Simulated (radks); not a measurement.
The numbers below are computed, except where a source is named.
How relativity changes the ionisation of the nickel ion Ni3+ ([Ar] 3d7) to Ni4+ ([Ar] 3d6). Spin-unpolarised spherical Kohn-Sham, LDA (Slater exchange, Perdew-Wang correlation), point nucleus unless stated (finite: rms radius 3.7757 fm), a radial shooting solver on a logarithmic mesh with Libxc functionals. A level marked "c x" has the speed of light scaled by that factor and shares open shells by 2j + 1; other Dirac levels either fill j = l - 1/2 first or share by 2j + 1.

[
 {"level": "non-rel.", "E(Ni3+) (hartree)": "-1503.18633", "E(Ni4+) (hartree)": "-1501.04673", "IE (eV)": "58.221", "HOMO": "3d", "<r> HOMO (bohr)": "0.8916"},
 {"level": "scalar-rel.", "E(Ni3+) (hartree)": "-1515.66949", "E(Ni4+) (hartree)": "-1513.54265", "IE (eV)": "57.874", "HOMO": "3d", "<r> HOMO (bohr)": "0.8954"},
 {"level": "scalar-rel., finite nucleus", "E(Ni3+) (hartree)": "-1515.66361", "E(Ni4+) (hartree)": "-1513.53676", "IE (eV)": "57.874", "HOMO": "3d", "<r> HOMO (bohr)": "0.8954"},
 {"level": "Dirac, 2j+1 shares", "E(Ni3+) (hartree)": "-1515.71117", "E(Ni4+) (hartree)": "-1513.58437", "IE (eV)": "57.873", "HOMO": "3d5/2", "<r> HOMO (bohr)": "0.8971"},
 {"level": "Dirac, low j first", "E(Ni3+) (hartree)": "-1515.72319", "E(Ni4+) (hartree)": "-1513.60201", "IE (eV)": "57.720", "HOMO": "3d5/2", "<r> HOMO (bohr)": "0.8975"},
 {"level": "Dirac, 2j+1 shares, finite nucleus", "E(Ni3+) (hartree)": "-1515.70528", "E(Ni4+) (hartree)": "-1513.57848", "IE (eV)": "57.873", "HOMO": "3d5/2", "<r> HOMO (bohr)": "0.8971"},
 {"level": "Dirac, c x 1.25", "E(Ni3+) (hartree)": "-1511.14286", "E(Ni4+) (hartree)": "-1509.01147", "IE (eV)": "57.998", "HOMO": "3d5/2", "<r> HOMO (bohr)": "0.8951"},
 {"level": "Dirac, c x 1.5", "E(Ni3+) (hartree)": "-1508.68963", "E(Ni4+) (hartree)": "-1506.55574", "IE (eV)": "58.066", "HOMO": "3d5/2", "<r> HOMO (bohr)": "0.8940"},
 {"level": "Dirac, c x 2", "E(Ni3+) (hartree)": "-1506.26972", "E(Ni4+) (hartree)": "-1504.13334", "IE (eV)": "58.134", "HOMO": "3d5/2", "<r> HOMO (bohr)": "0.8930"}
]

NIST Atomic Spectra Database: 54.9 eV (semi-empirical). The relativistic part of the total energy of Ni3+ is -12.52 hartree (Dirac, 2j+1 shares, finite nucleus), 0.83 % of the non-relativistic value. Spin polarisation and multiplet splitting of open shells are left out at every level.

Beside tabulated values, note that spin-unpolarised runs miss the spin-polarisation part of the exchange energy of open shells.
